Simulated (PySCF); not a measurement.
FIn, charge -1, doublet, at a GFN2-xTB geometry (such geometries of metal compounds can be far from the true shape) (a state made from the parent by changing its charge; the spin is typed, not shown lowest) (all electrons, no relativity) (in this run its highest filled SCF level lies above zero, so its values depend strongly on the basis, on diffuse functions most of all); PBE0/STO-3G in PySCF.

The PySCF input:
```python
from pyscf import gto, scf, dft

mol = gto.M(
    atom='''
In   -0.000000   -0.000000   -0.359014
F     0.000000    0.000000    1.954633
''',
    basis='sto-3g',
    charge=-1,
    spin=1,
    verbose=4,
)

mf = dft.UKS(mol)
mf.xc = 'pbe0'
mf.diis = False
mf.damp = 0.6
mf.diis_start_cycle = 200
mf.max_cycle = 150
mf.kernel()
```

Q: What does PySCF print? Leave out banner, timings and long lists.

A: 
```
PySCF version 2.14.0

[INPUT] verbose = 4
[INPUT] num. atoms = 2
[INPUT] num. electrons = 59
[INPUT] charge = -1
[INPUT] spin (= nelec alpha-beta = 2S) = 1
[INPUT] symmetry False subgroup None
[INPUT] Mole.unit = angstrom
[INPUT] Symbol           X                Y                Z      unit          X                Y                Z       unit  Magmom
[INPUT]  1 In     0.000000000000   0.000000000000  -0.359014000000 AA    0.000000000000   0.000000000000  -0.678438134885 Bohr   0.0
[INPUT]  2 F      0.000000000000   0.000000000000   1.954633000000 AA    0.000000000000   0.000000000000   3.693721044037 Bohr   0.0

nuclear repulsion = 100.86549504558
number of shells = 14
number of NR pGTOs = 96
number of NR cGTOs = 32
basis = sto-3g
ecp = {}

******** <class 'pyscf.dft.uks.UKS'> ********
method = UKS
initial guess = minao
damping factor = 0.6
level_shift factor = 0
DIIS disabled
SCF conv_tol = 1e-09
SCF conv_tol_grad = None
SCF max_cycles = 150
direct_scf = True
direct_scf_tol = 1e-13
number electrons alpha = 30  beta = 29
XC library pyscf.dft.libxc version 7.1.2
    S. Lehtola, C. Steigemann, M. J. T. Oliveira, and M. A. L. Marques,  SoftwareX 7, 1–5 (2018)
XC functionals = pbe0
    C. Adamo and V. Barone,  J. Chem. Phys. 110, 6158 (1999)
    M. Ernzerhof and G. E. Scuseria,  J. Chem. Phys. 110, 5029 (1999)
radial grids:
    Treutler-Ahlrichs [JCP 102, 346 (1995); DOI:10.1063/1.469408] (M4) radial grids

becke partition: Becke, JCP 88, 2547 (1988); DOI:10.1063/1.454033
pruning grids: <function nwchem_prune>
grids dens level: 3
symmetrized grids: False
atomic radii adjust function: <function treutler_atomic_radii_adjust>
small_rho_cutoff = 0
Set gradient conv threshold to 3.16228e-05
tot grids = 36136
init E= -5767.65629067563

cycle= 1 E= -5782.54000700213  delta_E= -14.9  |g|= 0.252  |ddm|= 1.38
cycle= 2 E= -5782.60357295562  delta_E= -0.0636  |g|= 0.11  |ddm|= 0.526
cycle= 3 E= -5782.60730857218  delta_E= -0.00374  |g|= 0.0675  |ddm|= 0.0904
cycle= 4 E= -5782.60874678671  delta_E= -0.00144  |g|= 0.0415  |ddm|= 0.0426
cycle= 5 E= -5782.60932380313  delta_E= -0.000577  |g|= 0.0252  |ddm|= 0.0257
cycle= 6 E= -5782.60956941018  delta_E= -0.000246  |g|= 0.0153  |ddm|= 0.0178
cycle= 7 E= -5782.60967640364  delta_E= -0.000107  |g|= 0.0093  |ddm|= 0.0129
cycle= 8 E= -5782.60972389099  delta_E= -4.75e-05  |g|= 0.00567  |ddm|= 0.0093
cycle= 9 E= -5782.60974550273  delta_E= -2.16e-05  |g|= 0.00348  |ddm|= 0.00664
cycle= 10 E= -5782.60975567046  delta_E= -1.02e-05  |g|= 0.00218  |ddm|= 0.00474
cycle= 11 E= -5782.60976064904  delta_E= -4.98e-06  |g|= 0.0014  |ddm|= 0.0034
cycle= 12 E= -5782.60976319652  delta_E= -2.55e-06  |g|= 0.000932  |ddm|= 0.00247
cycle= 13 E= -5782.60976456034  delta_E= -1.36e-06  |g|= 0.000647  |ddm|= 0.00182
cycle= 14 E= -5782.60976532311  delta_E= -7.63e-07  |g|= 0.000468  |ddm|= 0.00136
cycle= 15 E= -5782.60976576722  delta_E= -4.44e-07  |g|= 0.000352  |ddm|= 0.00103
cycle= 16 E= -5782.60976603507  delta_E= -2.68e-07  |g|= 0.000273  |ddm|= 0.000792
cycle= 17 E= -5782.6097662015  delta_E= -1.66e-07  |g|= 0.000216  |ddm|= 0.000619
cycle= 18 E= -5782.60976630746  delta_E= -1.06e-07  |g|= 0.000173  |ddm|= 0.00049
cycle= 19 E= -5782.60976637624  delta_E= -6.88e-08  |g|= 0.00014  |ddm|= 0.000392
cycle= 20 E= -5782.60976642158  delta_E= -4.53e-08  |g|= 0.000114  |ddm|= 0.000316
cycle= 21 E= -5782.60976645182  delta_E= -3.02e-08  |g|= 9.4e-05  |ddm|= 0.000257
cycle= 22 E= -5782.60976647217  delta_E= -2.03e-08  |g|= 7.74e-05  |ddm|= 0.00021
cycle= 23 E= -5782.60976648594  delta_E= -1.38e-08  |g|= 6.39e-05  |ddm|= 0.000172
cycle= 24 E= -5782.60976649533  delta_E= -9.39e-09  |g|= 5.29e-05  |ddm|= 0.000142
cycle= 25 E= -5782.60976650175  delta_E= -6.41e-09  |g|= 4.38e-05  |ddm|= 0.000117
cycle= 26 E= -5782.60976650615  delta_E= -4.41e-09  |g|= 3.64e-05  |ddm|= 9.67e-05
cycle= 27 E= -5782.60976650918  delta_E= -3.03e-09  |g|= 3.02e-05  |ddm|= 8.01e-05
cycle= 28 E= -5782.60976651127  delta_E= -2.09e-09  |g|= 2.51e-05  |ddm|= 6.64e-05
cycle= 29 E= -5782.6097665127  delta_E= -1.44e-09  |g|= 2.09e-05  |ddm|= 5.51e-05
cycle= 30 E= -5782.60976651369  delta_E= -9.9e-10  |g|= 1.74e-05  |ddm|= 4.58e-05
Extra cycle  E= -5782.60976651517  delta_E= -1.48e-09  |g|= 1.01e-05  |ddm|= 9.5e-05
converged SCF energy = -5782.60976651517  <S^2> = 0.7523964  2S+1 = 2.002395
```
